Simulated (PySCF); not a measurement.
Br4Zr, SMILES [Br][Zr+]([Br])([Br])[Br] (connectivity only; charge and spin as stated), charge +1, multiplicity 2.

The structure is a stationary point at PBE0-D3(BJ)/def2-SVP. A frequency run showed that this geometry is not a minimum. The spin state was assumed, not searched. The def2 effective core potentials stand for the cores of Zr; spin–orbit coupling is left out.

Level of theory: CAM-B3LYP/def2-TZVP (PySCF).

Isolated molecule, no solvent.

total energy: -10344.05337 hartree
point group: D2d
α spin, highest occupied and lowest empty level: -15.11 and -6.58 eV
β spin, highest occupied and lowest empty level: -14.42 and -11.66 eV
dipole moment about the centre of nuclear charge: 0.00 D
⟨S²⟩: 0.771 (pure state 0.75)
